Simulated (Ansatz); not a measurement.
Mulliken charges of `[OH][GeH]([SiH3])[SH]` from B3LYP/def2-TZVPP in Ansatz (PBE0-D4/def2-TZVP geometry).

```tsv
atom	x (Å)	y (Å)	z (Å)	charge (e)
O1	-0.698	1.534	-1.105	-0.433
Ge2	-0.612	0.467	0.324	0.467
Si3	1.599	-0.411	0.301	0.152
S4	-2.145	-1.144	0.172	-0.328
H5	-1.597	1.821	-1.288	0.176
H6	-1.044	1.236	1.590	-0.018
H7	1.731	-1.303	-0.879	-0.046
H8	1.811	-1.194	1.544	-0.042
H9	2.596	0.686	0.221	-0.041
H10	-1.557	-1.744	-0.876	0.113
```

By hand: the dipole of these point charges (1 e Å = 4.8032 D).

Σ q r = (0.263, 0.050, 0.231) e Å, of length 0.354 e Å = 1.70 D.

How does the dipole of the full density compare? (Best estimate.)

Computed: (0.073, 0.002, 0.040) e Å, 0.40 D; the point charges give 4.25 times that, at 14° from its direction.

Point charges leave out the atoms' own dipoles, such as those of lone pairs, and Mulliken's split depends on the basis, so the two needn't agree.

B3LYP here is the variant with VWN-RPA as its local correlation; programs differ in this.
